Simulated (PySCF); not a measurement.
## Bond curve of LiBr

Set-up: Li cc-pVTZ, Br cc-pVTZ-PP with ECP10; scalar-relativistic core potentials (PySCF 2.14). Energies in eV from Li + Br in their ground configurations at the same level. All curves are PBE0. state 1: ¹Σ⁺ (singlet), closed shell; state 2: triplet, unpaired electrons σ ↑, π ↑, a second solution, started from another occupation.

```json
{"R (Å)": "1.872", "state 1": "-3.721", "state 2": "1.4642"}
{"R (Å)": "1.959", "state 1": "-4.002", "state 2": "1.0300"}
{"R (Å)": "2.046", "state 1": "-4.158", "state 2": "0.7195"}
{"R (Å)": "2.112", "state 1": "-4.214", "state 2": "0.5472"}
{"R (Å)": "2.177", "state 1": "-4.229", "state 2": "0.4145"}
{"R (Å)": "2.242", "state 1": "-4.213", "state 2": "0.3126"}
{"R (Å)": "2.329", "state 1": "-4.153", "state 2": "0.2130"}
{"R (Å)": "2.438", "state 1": "-4.037", "state 2": "0.1304"}
{"R (Å)": "2.569", "state 1": "-3.856", "state 2": "0.0708"}
{"R (Å)": "2.743", "state 1": "-3.580", "state 2": "0.0297"}
```

Problem. Put a parabola through the three lowest points of the state 1 curve and estimate Re, k and ωe (reduced mass 6.443 u; 1 eV/Å² = 0.16022 mdyn/Å; ωe = 1302.8·√(k/μ) cm⁻¹).

Solution. Through R = 2.112, 2.177, 2.242 Å the second-order coefficient is 3.67 eV/Å², so Re ≈ 2.176 Å, k ≈ 1.18 mdyn/Å and ωe ≈ 556 cm⁻¹. A polynomial fit of higher order to the unrounded PBE0 energies gives Re = 2.173 Å, k = 1.20 mdyn/Å, ωe = 563 cm⁻¹; anharmonicity and rounding make the difference.

The higher-order fit for each curve: state 1: Re = 2.173 Å, ωe = 563 cm⁻¹, De = 4.23 eV. State 2 gave no clean fit.
